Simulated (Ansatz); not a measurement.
Reactions of H2O4W, SMILES `[O]=[W](=[O])([OH])[OH]`.

Program: Ansatz. Geometries: PBE0-D4/def2-TZVP. ΔE: electronic, gas phase. CBS: MP2 limit from def2 TZ/QZ plus the TZ coupled-cluster correction, frozen cores. This one scheme is used for every species. def2 core potentials past Kr. For Ge, W outer-core shells are correlated without core-valence functions, which leaves a few kJ/mol of doubt a bond. Scalar relativity is left out up to krypton. One conformer a species, not always the lowest.

Question: Order these by ΔE at CCSD(T)/CBS, lowest first. (Estimate.)
A. `[O]=[W](=[O])([OH])[OH]` + H–F → `[O]=[W](=[O])([OH])[F]` + H₂O
B. `[O]=[W](=[O])([OH])[OH]` + CH₄ → `[CH3][W](=[O])(=[O])[OH]` + H₂O
C. `[O]=[W](=[O])([OH])[OH]` + `CC(C)[O][Ge][Cl]` → `[O]=[W](=[O])([OH])[Cl]` + `CC(C)[O][Ge][OH]`
D. `[O]=[W](=[O])([OH])[OH]` + HCl → `[O]=[W](=[O])([OH])[Cl]` + H₂O

Answer: D (-29.3 kJ/mol), A (-20.1 kJ/mol), C (+10.4 kJ/mol), B (+101.3 kJ/mol).

Largest T1 diagnostic: 0.023, for `[CH3][W](=[O])(=[O])[OH]`.
